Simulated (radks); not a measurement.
Os2+, 74 electrons, occupied as [Xe] 4f12.5 5d6.5 6s1 (fractional occupations, a model configuration).

Method: Dirac Kohn-Sham, PBEsol, spin-unpolarised, spherical densities, finite nucleus; open shells fill j = l - 1/2 first; Fermi nuclear charge, rms radius 5.4126 fm; computed with a radial shooting solver on a logarithmic mesh with Libxc functionals.

Energy parts (Ry):
| part | energy |
|---|---|
| total | -34539.5003 |
| kinetic | 39186.1996 |
| electron-nucleus | -86351.8028 |
| Hartree | 13294.4414 |
| exchange-correlation | -668.3386 |

Orbitals (lengths in bohr, moments of r in powers of bohr; <r^-3> diverges for s and p1/2; r(max) is where P^2 peaks):
| orbital | occ. | eigenvalue (Ry) | <r^4> | <r^-3> | r(max) | <r> | small-component weight |
|---|---|---|---|---|---|---|---|
| 1s1/2 | 2 | -5420.198 | 5.132e-07 | - | 0.01103 | 0.01774 | 8.25e-02 |
| 2s1/2 | 2 | -945.7328 | 0.00007597 | - | 0.06363 | 0.07429 | 1.88e-02 |
| 2p1/2 | 2 | -905.8544 | 0.00004548 | - | 0.04711 | 0.06132 | 1.89e-02 |
| 2p3/2 | 4 | -793.3993 | 0.00006786 | 17900 | 0.05416 | 0.06951 | 1.69e-02 |
| 3s1/2 | 2 | -222.4113 | 0.002789 | - | 0.1791 | 0.1935 | 6.22e-03 |
| 3p1/2 | 2 | -204.5140 | 0.002448 | - | 0.1675 | 0.1835 | 6.17e-03 |
| 3p3/2 | 4 | -179.9988 | 0.003289 | 4094 | 0.1819 | 0.1987 | 5.61e-03 |
| 3d3/2 | 4 | -149.9031 | 0.002212 | 710.7 | 0.1421 | 0.1735 | 5.49e-03 |
| 3d5/2 | 6 | -144.5934 | 0.002419 | 598.6 | 0.1461 | 0.1781 | 5.34e-03 |
| 4s1/2 | 2 | -49.10674 | 0.06353 | - | 0.4049 | 0.4306 | 2.09e-03 |
| 4p1/2 | 2 | -41.58295 | 0.06848 | - | 0.4038 | 0.4342 | 2.00e-03 |
| 4p3/2 | 4 | -35.76132 | 0.09143 | 974.4 | 0.4337 | 0.4673 | 1.79e-03 |
| 4d3/2 | 4 | -23.38166 | 0.1122 | 150.5 | 0.4282 | 0.4788 | 1.59e-03 |
| 4d5/2 | 6 | -22.29504 | 0.1226 | 124.1 | 0.4375 | 0.4898 | 1.54e-03 |
| 5s1/2 | 2 | -8.68449 | 1.725 | - | 0.9015 | 0.9854 | 5.17e-04 |
| 4f5/2 | 6 | -6.59016 | 0.2521 | 24.79 | 0.3985 | 0.5338 | 1.17e-03 |
| 4f7/2 | 6.5 | -6.37243 | 0.2665 | 23.64 | 0.4030 | 0.5408 | 1.15e-03 |
| 5p1/2 | 2 | -6.28685 | 2.489 | - | 0.9557 | 1.068 | 4.41e-04 |
| 5p3/2 | 4 | -5.30678 | 3.497 | 161.5 | 1.033 | 1.161 | 3.78e-04 |
| 5d3/2 | 4 | -2.08423 | 13.16 | 14.72 | 1.256 | 1.541 | 2.15e-04 |
| 5d5/2 | 2.5 | -1.98088 | 14.93 | 11.83 | 1.291 | 1.590 | 2.03e-04 |
| 6s1/2 | 1 | -1.66393 | 72.89 | - | 2.230 | 2.506 | 8.59e-05 |

The highest occupied level is 6s1/2 at -22.639 eV. The density falls to 0.001 e/bohr^3 at r = 3.82 bohr. Summed over all electrons, <r^2> = 46.02 bohr^2, which gives a Langevin (diamagnetic) susceptibility term of -36.4 x 10^-6 cm^3/mol.
